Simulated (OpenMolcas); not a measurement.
Si: effect of the active space

```
Program             : OpenMolcas
Method              : CASSCF
Basis               : ANO-L-VTZP
Scalar Hamiltonian  : non-relativistic, point nucleus
Spin-orbit coupling : RASSI with atomic mean-field integrals over the reference wave functions, term energies averaged over their components
```

A. 2 electrons in 3 orbitals (3p); 2S+1 = 3 even, 3 roots; 2S+1 = 1 even, 6 roots; cost of the order of 3 core-seconds
B. 4 electrons in 4 orbitals (3s 3p); 2S+1 = 3 even, 3 roots; 2S+1 = 1 even, 6 roots; 2S+1 = 5 odd, 1 root; 2S+1 = 3 odd, 8 roots; cost about 14 core-seconds

Energies in eV above 3s2 3p2 3P0, the measured ground level; measured values from NIST Handbook of Basic Atomic Spectroscopic Data.

| Level | A | B | Measured |
| --- | --- | --- | --- |
| 3s2 3p2 3P0 | 0.0000 | 0.0000 | 0.0000 |
| 3s2 3p2 3P1 | 0.0082 | 0.0082 | 0.0096 |
| 3s2 3p2 3P2 | 0.0241 | 0.0239 | 0.0277 |
| 3s2 3p2 1D2 | 1.0862 | 1.0993 | 0.7810 |
| 3s2 3p2 1S0 | 2.6474 | 1.9298 | 1.9087 |

Deviations, from unrounded energies. A percentage is the sum of absolute deviations over the sum of measured energies, with the sign that they share, or ± where signs differ.

```csv
Against measurement,Levels,A,B
mean absolute deviation (cm-1),4,2100,690
fine structure of the ground term (%),2,-13.4,-13.9
other terms of the ground configuration (%),2,+38.8,+12.6
```

B lies closest to measurement on these levels. The largest miss of B in the table is 3s2 3p2 1D2, by +2600 cm-1. The ranking rests on the paired levels alone, and a cruder setting can come out closer through cancelling errors.

Between A and B the level of the table that moves most is 3s2 3p2 1S0, by 5800 cm-1 (lowest in B, highest in A).

Without dynamic correlation excited terms often stand tens of per cent too high (terms of higher spin than the ground term too low), and those without a measured partner can miss by more than the paired ones. With the s shell closed, the reference lacks s² → p² mixing (holds for A). Computed and measured levels are paired by configuration, term and J; levels that our copy of the source lacks, or whose pairing is in doubt (as where it misses far off the trend of its configuration), stay unpaired and out of the deviations. Only configurations of the active space appear. Levels that lie high or do not pair safely by name in every column are left out.
